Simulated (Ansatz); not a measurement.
Molecule: C₄H₉O, charge 0, multiplicity 2. SMILES: [CH2]C(C)OC
Geometry: optimised at B3LYP-D3(BJ)/def2-TZVP (Ansatz, a program for electronic structure).

Wanted: enthalpy of formation at 298 K, in kcal/mol. Set-up: LANL2DZ all-electron up to Ne; non-relativistic; 6-311+G** with 5d; no spin-orbit coupling; 6-31G* and kin with 6d, 5d where marked; frozen cores in correlated levels; UHF or UKS for open shells; dispersion terms only where a functional's name holds one. CBS(X,Y): correlation extrapolated as X^-3; Hartree-Fock from the larger set. Ab initio and DFT rows: single points at B3LYP-D3(BJ) geometries (Ansatz), with unscaled harmonic terms from B3LYP/6-31G* (Ansatz) at its own minima, enthalpies of formation by atomisation with measured atoms.

Coupled cluster (Ansatz) is a level with limits of its own, used here on species with T1 under 0.025 (0.045 for open shells) and stable references: CCSD(T)/CBS(cc-pVTZ,cc-pVQZ).

Value to compare with, CCSD(T)/CBS(cc-pVTZ,cc-pVQZ) (Ansatz): -7.0 kcal/mol.

```
level           program  enthalpy of formation at 298 K (kcal/mol)  difference
--------------  -------  -----------------------------------------  ----------
PBE/STO-3G       Ansatz                                     -269.7      -262.7
PBE/3-21G        Ansatz                                      -24.5       -17.5
PBE/LANL2DZ      Ansatz                                       -0.9         6.1
PBE/6-31G*       Ansatz                                      -38.1       -31.1
PBE/def2-SVP     Ansatz                                      -41.8       -34.8
PBE/6-311+G**    Ansatz                                      -25.3       -18.3
PBE/def2-TZVPD   Ansatz                                      -30.5       -23.5
```

Among the 6 habitual levels, PBE/STO-3G lies farthest from CCSD(T)/CBS(cc-pVTZ,cc-pVQZ) (Ansatz) (-262.7 kcal/mol) and PBE/LANL2DZ nearest (6.1); 1 of 6 lie above it, and their mean absolute difference is 61.8 kcal/mol, the median 24.7. One case shows no general order.

The sets are all those run for this method; left out are runs that failed, that the program found above a lower state of the same kind, or whose <S^2> lies over 0.5 above the pure value.
